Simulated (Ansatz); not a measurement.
Total energies of cyclo-(F2GeNMe)3 (C3H9F6Ge3N3) from Ansatz at PBE0-D4/def2-TZVP, gas phase (1 Eh = 27.2114 eV = 2625.5 kJ/mol). The reference geometry is relaxed at PBE-D4/def2-SVP.

| state | geometry | energy (Eh) |
| --- | --- | --- |
| charge 0 singlet | reference | -7113.12437 |
| charge 1 doublet | reference | -7112.76294 |
| charge -1 doublet | reference | -7113.12722 |
| free Ge atom (triplet) | – | -2076.65516 |
| free F atom (doublet) | – | -99.67617 |
| free N atom (quartet) | – | -54.54382 |
| free C atom (triplet) | – | -37.80537 |
| free H atom (doublet) | – | -0.50104 |

Single mean-field runs in def2-TZVP are fitted with def2-universal-jkfit.

(1) Work out the vertical ionisation energy to the doublet.

(2) Work out the vertical electron affinity, to the doublet.

(3) Give the fundamental gap IE − EA, the Mulliken electronegativity (IE + EA)/2 and the hardness (IE − EA)/2.

(4) What is the binding energy per atom against free atoms?

(1) E(charge 1 doublet) − E(charge 0 singlet) = -7112.76294 − (-7113.12437) = 0.36143 Eh = 9.84 eV. For comparison, −ε of the highest occupied level is 8.25 eV at this level, 1.59 eV less.

(2) E(charge 0 singlet) − E(charge -1 doublet) = -7113.12437 − (-7113.12722) = 0.00285 Eh = 0.08 eV; so near zero that its sign isn't settled. The basis lacks diffuse functions, which makes affinities too small.

(3) From the values in Eh: IE − EA = 0.36143 − 0.00285 = 0.35858 Eh = 9.76 eV; (IE + EA)/2 = 4.96 eV; (IE − EA)/2 = 4.88 eV. The HOMO–LUMO gap of the same run is 6.74 eV, 3.02 eV smaller than the fundamental gap.

(4) Atoms: 3 × (-2076.65516) + 6 × (-99.67617) + 3 × (-54.54382) + 3 × (-37.80537) + 9 × (-0.50104) = -7109.57943 Eh. Binding: -7109.57943 − (-7113.12437) = 3.54494 Eh = 96.46 eV, or 4.02 eV for each of 24 atoms (no zero-point energy, no counterpoise term).

At PBE0-D4/def2-TZVP the highest occupied level of the charge -1 doublet lies above zero (up to 1.41 eV). Energy differences disagree on whether the electron is bound (positive means bound): 0.08 eV (vertical, to the charge 0 singlet, at PBE0-D4/def2-TZVP), but -0.13 eV at LC-ωPBE (ω = 0.15 bohr⁻¹)/def2-SVP.
